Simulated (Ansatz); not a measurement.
Consider the formal exchange of groups at a B–Cl bond: `ClB1CO1` + SiH₄ → `[SiH3]B1CO1` + HCl.

Gas-phase electronic energies from Ansatz, PBE0-D4/def2-TZVP geometries. CCSD(T)/CBS adds triple-zeta CCSD(T) − MP2 to the extrapolated MP2 energy (def2 sets, frozen cores). This one scheme is used for every species. Functionals use def2-TZVPP. B3LYP here is the variant with VWN-RPA as its local correlation; programs differ in this.

```json
{"level": "PBE", "ΔE (kJ/mol)": "79.7"}
{"level": "BLYP", "ΔE (kJ/mol)": "85.7"}
{"level": "B3LYP", "ΔE (kJ/mol)": "86.7"}
{"level": "HF/def2-SVP", "ΔE (kJ/mol)": "103.2"}
{"level": "MP2/def2-TZVPP", "ΔE (kJ/mol)": "91.0"}
{"level": "SCS-MP2/def2-QZVPP", "ΔE (kJ/mol)": "89.0"}
{"level": "HF/CBS(def2)", "ΔE (kJ/mol)": "93.7"}
{"level": "MP2/CBS(def2)", "ΔE (kJ/mol)": "89.0"}
```

**Question.** What does CCSD(T)/CBS give? (Estimate.)

**Answer.** Computed: +81.2 kJ/mol. The listed levels differ from it by -1.5, 4.5, 5.5, 22.0, 9.8, 7.8, 12.5, 7.8 kJ/mol.

Largest T1 diagnostic among the species: 0.016.

In def2-TZVPP, CCSD(T) changes the Hartree–Fock value by −10.8 kJ/mol (the triples alone add +0.0 kJ/mol) and MP2 by −3.0 kJ/mol. Leaving LDA and LC-ωPBE aside and taking each functional with its dispersion term where it has one, the values, not all of them listed here, spread over 9.5 kJ/mol, from PBE-D4 to B2PLYP. From BLYP to BHLYP (50 % exact exchange), in def2-TZVPP and without D4, ΔE moves by +4.0 kJ/mol.
